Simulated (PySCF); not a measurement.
Constitutional and geometric isomers with formula C4H3N. Isolated molecules, 0 K electronic values unless said otherwise. Strings in code marks are SMILES. All members: neutral, multiplicity 1. Level: B3LYP-D3(BJ)/def2-TZVP (PySCF). B3LYP has the VWN-RPA correlation part, as in Gaussian. Delta-SCF ions had no search for a lower state.  The removal energy is E(N − 1 electrons) − E(N electrons) at the parent's geometry; ε(HOMO) is measured against the vacuum level.

| species | −ε(HOMO) (eV) | vertical ionisation energy (Delta-SCF) (eV) |
|---|---|---|
| `N=C=C1C=C1` | 5.24 | 7.63 |
| `C#CC#CN` | 6.05 | 8.32 |
| `C#CNC#C` | 6.25 | 8.50 |
| `C=C=C=C=N` | 6.26 | withheld |
| `N=c1c2c1C2` | 6.90 | 9.26 |
| `CC#CC#N` | 8.14 | 10.56 |
| `N#CC1C=C1` | 8.35 | 10.82 |

Q: Fit vertical ionisation energy (Delta-SCF) = a + b·x to the 6 complete rows by least squares, with x = −ε(HOMO) in eV. Give a, b and the rms residual, and predict the withheld value.

A: Means of the 6 rows: x̄ = 6.8217, ȳ = 9.1817 eV. Σ(x − x̄)² = 7.5039 and Σ(x − x̄)(y − ȳ) = 7.836, so b = 1.044 and a = ȳ − b·x̄ = 2.060 eV. The rms residual is 0.061 eV. At x = 6.26 the line gives 8.60 eV. The run for `C=C=C=C=N` gave 8.47 eV, so the line is off by 0.13 eV, more than twice the rms residual.

Codes: PySCF.
